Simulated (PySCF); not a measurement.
**Interval between two levels of Se⁺ by level of theory**

Se⁺ [Ar] 3d10 4s2 4p3 [4S3/2, M_J = 3/2] → Se⁺ [Ar] 3d10 4s1 4p3 4d1 [6D9/2, M_J = 9/2], as a difference of total energies. Calculation: PySCF 2.14, in x2c-TZVPall-2c with one added diffuse shell each of s, p, d type (7s8p5d1f, 63 functions); the two-component X2C-1e Hamiltonian. Correlated levels: [Ne] frozen. "Screened" scales the spin-orbit matrix elements by Boettger's factors to mimic the two-electron term; Breit and QED terms are absent.

```json
{"method": "GHF (spin-free)", "interval between two levels (cm⁻¹)": "152340"}
{"method": "GMP2 (spin-free)", "interval between two levels (cm⁻¹)": "165980"}
{"method": "GHF (screened spin-orbit)", "interval between two levels (cm⁻¹)": "152430"}
{"method": "GMP2 (screened spin-orbit)", "interval between two levels (cm⁻¹)": "166080"}
```

The labels give the starting determinants; with spin-orbit coupling the two ends relaxed to ⟨J²⟩ = 3.75, ⟨L²⟩ = 0.01, ⟨S²⟩ = 3.74 and ⟨J²⟩ = 24.75, ⟨L²⟩ = 6.02, ⟨S²⟩ = 8.74.

The promoted electron is Rydberg-like, and one or two diffuse shells describe it only roughly, which tends to raise the upper state.
